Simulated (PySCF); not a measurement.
In(Cl)(Br)(vinyl) (C2H3BrClIn), SMILES [In]([Cl])([Br])[CH]=C.

Coordinates come from a B3LYP-D3(BJ)/def2-SVP optimisation. The structure was generated by enumeration; whether it is a known compound was not checked. The def2 effective core potentials stand for the cores of In; spin–orbit coupling is left out. The values are those of a single conformer.

Calculation: TDA-PBE/def2-SVPD (PySCF).

Vertical excitations. Gas-phase values at a fixed geometry. State labels are in the subgroup Cs.

Task: Give excitation energies, oscillator strengths and character. (An estimate is asked for; the answer gives what the named calculation found.)

Result: 
```tsv
state	symmetry	energy (eV)	λ (nm)	f	main pairs
S1	A"	4.21	295	0.000	HOMO→LUMO+1 99 %
S2	A'	4.33	286	0.019	HOMO→LUMO 88 %
S3	A"	4.42	281	0.005	HOMO−1→LUMO 98 %
S4	A'	4.50	275	0.010	HOMO−1→LUMO+1 79 %
S5	A"	4.51	275	0.001	HOMO−2→LUMO+1 95 %
S6	A'	4.79	259	0.067	HOMO−2→LUMO 70 %, HOMO−5→LUMO 14 %
S7	A"	4.82	257	0.001	HOMO−3→LUMO 96 %
S8	A'	5.06	245	0.020	HOMO−3→LUMO+1 65 %, HOMO−4→LUMO+1 21 %
S9	A"	5.16	240	0.021	HOMO−4→LUMO 98 %
S10	A"	5.31	233	0.002	HOMO−5→LUMO+1 96 %
T1	A'	3.97	312	0	HOMO→LUMO 92 %
T2	A'	4.10	302	0	HOMO−1→LUMO+1 33 %, HOMO−3→LUMO+1 32 %, HOMO−4→LUMO+1 16 %, HOMO−2→LUMO 7 %
T3	A"	4.13	300	0	HOMO→LUMO+1 83 %, HOMO−1→LUMO 15 %
T4	A"	4.16	298	0	HOMO−1→LUMO 84 %, HOMO→LUMO+1 15 %
```
Triplets are in the Tamm–Dancoff approximation.
